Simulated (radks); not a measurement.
Excited configurations of Mo IV: one electron is placed in a higher orbital outside [Kr] 4d2. The ground configuration is [Kr] 4d3. Method: scalar-relativistic Kohn-Sham, BLYP, spin-polarised, spherical densities, finite nucleus; open shells are filled with parallel spins first (spin-orbit coupling, left out, can overturn this in heavy ions); Fermi nuclear charge, rms radius 4.4091 fm; computed with a radial shooting solver on a logarithmic mesh with Libxc functionals. Excitation = E - E(ground); binding = E(ion) - E, where the ion is the core of charge +4; n* = 4/sqrt(2 binding) in atomic units, and the quantum defect is n - n*.

| outer orbital | excitation (eV) | binding (eV) | n* | eigenvalue (eV) |
|---|---|---|---|---|
| 4f | 24.667 | 15.555 | 3.741 | -12.582 |
| 5s | 7.059 | 33.163 | 2.562 | -29.176 |
| 5p | 13.547 | 26.675 | 2.857 | -23.264 |
| 5d | 22.384 | 17.837 | 3.493 | -15.437 |
| 6s | 23.122 | 17.100 | 3.568 | -15.325 |
| 6d | 29.166 | 11.055 | 4.438 | -9.716 |
| 6f | 32.959 | 7.262 | 5.475 | -6.382 |
| 7s | 29.602 | 10.620 | 4.528 | -9.495 |
| 7p | 30.801 | 9.420 | 4.807 | -8.437 |
| 7d | 32.678 | 7.543 | 5.372 | -6.701 |

The Delta-SCF ionisation energy is 40.221 eV (NIST Atomic Spectra Database: 40.3 eV, semi-empirical). Self-interaction in the functional shifts the binding energies and quantum defects, so they are the method's values and not measured ones. Open shells are spherical and high-spin; term and fine-structure splittings are not resolved.
